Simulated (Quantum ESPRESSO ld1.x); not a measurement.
Species: the tantalum ion Ta32+. Configuration: [Kr] 4d5.

Calculated with ld1.x of Quantum ESPRESSO 7.5: scalar-relativistic Kohn-Sham, LDA (Slater exchange, Perdew-Zunger correlation), spin-polarised, spherical densities, point nucleus; open shells are filled with parallel spins first.

Energy parts (eV):
part                     energy
total                 -409508.6
kinetic                451439.1
electron-nucleus      -957946.6
Hartree                103976.2
exchange-correlation    -6977.3

Orbitals (lengths in bohr, moments of r in powers of bohr; <r^-3> diverges for s and p1/2):
[
 {"orbital": "1s up", "occ.": "1", "eigenvalue (eV)": "-68556.1", "<r^2>": "0.0004791", "<r>": "0.01867", "<r^-3>": "-"},
 {"orbital": "1s down", "occ.": "1", "eigenvalue (eV)": "-68555.9", "<r^2>": "0.0004791", "<r>": "0.01867", "<r^-3>": "-"},
 {"orbital": "2s up", "occ.": "1", "eigenvalue (eV)": "-12816.0", "<r^2>": "0.007381", "<r>": "0.07899", "<r^-3>": "-"},
 {"orbital": "2s down", "occ.": "1", "eigenvalue (eV)": "-12811.1", "<r^2>": "0.007380", "<r>": "0.07899", "<r^-3>": "-"},
 {"orbital": "2p up", "occ.": "3", "eigenvalue (eV)": "-11388.6", "<r^2>": "0.006087", "<r>": "0.07059", "<r^-3>": "18720"},
 {"orbital": "2p down", "occ.": "3", "eigenvalue (eV)": "-11384.5", "<r^2>": "0.006085", "<r>": "0.07058", "<r^-3>": "18730"},
 {"orbital": "3s up", "occ.": "1", "eigenvalue (eV)": "-3877.56", "<r^2>": "0.04739", "<r>": "0.2037", "<r^-3>": "-"},
 {"orbital": "3s down", "occ.": "1", "eigenvalue (eV)": "-3874.21", "<r^2>": "0.04732", "<r>": "0.2036", "<r^-3>": "-"},
 {"orbital": "3p up", "occ.": "3", "eigenvalue (eV)": "-3452.68", "<r^2>": "0.04786", "<r>": "0.2033", "<r^-3>": "4224"},
 {"orbital": "3p down", "occ.": "3", "eigenvalue (eV)": "-3449.13", "<r^2>": "0.04778", "<r>": "0.2032", "<r^-3>": "4227"},
 {"orbital": "3d up", "occ.": "5", "eigenvalue (eV)": "-2962.94", "<r^2>": "0.03945", "<r>": "0.1837", "<r^-3>": "546.6"},
 {"orbital": "3d down", "occ.": "5", "eigenvalue (eV)": "-2958.45", "<r^2>": "0.03940", "<r>": "0.1837", "<r^-3>": "546.5"},
 {"orbital": "4s up", "occ.": "1", "eigenvalue (eV)": "-1644.85", "<r^2>": "0.2008", "<r>": "0.4227", "<r^-3>": "-"},
 {"orbital": "4s down", "occ.": "1", "eigenvalue (eV)": "-1633.24", "<r^2>": "0.2011", "<r>": "0.4230", "<r^-3>": "-"},
 {"orbital": "4p up", "occ.": "3", "eigenvalue (eV)": "-1491.00", "<r^2>": "0.2160", "<r>": "0.4371", "<r^-3>": "1255"},
 {"orbital": "4p down", "occ.": "3", "eigenvalue (eV)": "-1479.55", "<r^2>": "0.2165", "<r>": "0.4375", "<r^-3>": "1251"},
 {"orbital": "4d up", "occ.": "5", "eigenvalue (eV)": "-1302.49", "<r^2>": "0.2211", "<r>": "0.4398", "<r^-3>": "155.1"},
 {"orbital": "4d down", "occ.": "0", "eigenvalue (eV)": "-1291.08", "<r^2>": "0.2218", "<r>": "0.4405", "<r^-3>": "154.8"}
]

The highest occupied level is 4d up at -1302.5 eV. Spin moment in Bohr magnetons: 5. The density falls to 0.001 e/bohr^3 at r = 1.17 bohr.
